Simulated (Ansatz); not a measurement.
**Isomers**

Structures of CH₄SSn, singlet, relaxed at PBE0-D4/def2-TZVP (vibrations not checked; lower isomers may exist, and structures with a doubtful reference or unclear bonds are left out). Computed with Ansatz 0.2.0 (basis: def2-TZVPP); correlated methods freeze the cores. Filled d shells of the heavier atoms are correlated. Core potentials replace the inner electrons of the atoms past krypton. The def2 sets are not built for correlating such inner shells, so the correlated values are less sure here. B3LYP uses VWN-RPA correlation.

Rank them by CCSD(T) energy, lowest first, and give each one's height above the lowest. Links in brackets join atoms within 1.22 times the sum of their covalent radii (1.1 for two metals). (To be estimated.)
A.
CH₄SSn ([CH2]1[S][SnH2]1)
```
7
angstrom
C -0.6603 -0.3367 -0.7945
S -0.2630 -1.6950 0.3835
Sn 0.6207 0.4959 0.6664
H -1.6999 -0.0250 -0.7852
H -0.2573 -0.4767 -1.7926
H -0.0166 1.3778 1.9619
H 2.2765 0.6596 0.3606
```
B.
CH₄SSn ([SH][CH][SnH2])
```
7
angstrom
S 0.8694 -2.4640 0.7960
C -0.1692 -1.1524 0.4793
Sn 0.3922 0.7212 -0.0774
H -1.2058 -1.4120 0.2844
H 0.1525 -3.4887 0.2899
H -0.8165 1.8571 0.3502
H 1.9229 1.1784 0.5416
```
C.
CH₄SSn ([CH2]1[SH][SnH]1)
```
7
angstrom
C -0.6900 -0.0040 -0.7680
S -0.5024 -1.5679 0.1565
Sn 0.9449 0.6532 0.5855
H -1.6999 0.3572 -0.5950
H -0.5005 -0.1608 -1.8257
H -0.2691 1.0430 1.8206
H 0.4041 -2.1531 -0.6430
```
D.
a complex of CH₂SSn ([CH]1[S][SnH]1) + H₂
```
7
angstrom
C -0.5508 -0.2479 -0.4395
S 0.0252 -1.2396 0.7069
Sn 1.2532 0.9917 -0.2301
H -1.5179 -0.4194 -0.9131
H -0.4224 1.1525 3.4711
H 0.0626 1.3850 2.9525
H 2.0107 0.0743 -1.5515
```

The calculation gives: C (0.0 kJ/mol), A (21.7 kJ/mol), D (147.0 kJ/mol), B (152.7 kJ/mol). Heights count from the lowest.

Do PBE-D4, r2SCAN-D4, PBE0-D4, B3LYP-D4, wB97M-V, HF, MP2 give the same order? (A judgement: the text doesn't fix the answer.)

By the calculation: All do.

The T1 diagnostic stays at or below 0.021. The restricted Hartree–Fock reference is unstable towards an unrestricted one at one or more of these structures. A large double-excitation amplitude points to some diradical character; no triplet was computed.

For scale, one of the runs: CCSD(T)/def2-TZVPP, 179 basis functions, launched by `ansatz run in.yaml --threads 2 --pin off --events-out ev --progress --plain --max-ram 4352MiB`. Time: 93 s of wall clock on 2 CPU threads of an Arm Neoverse V1; the host was shared. Peak host memory: 1.8 GiB.
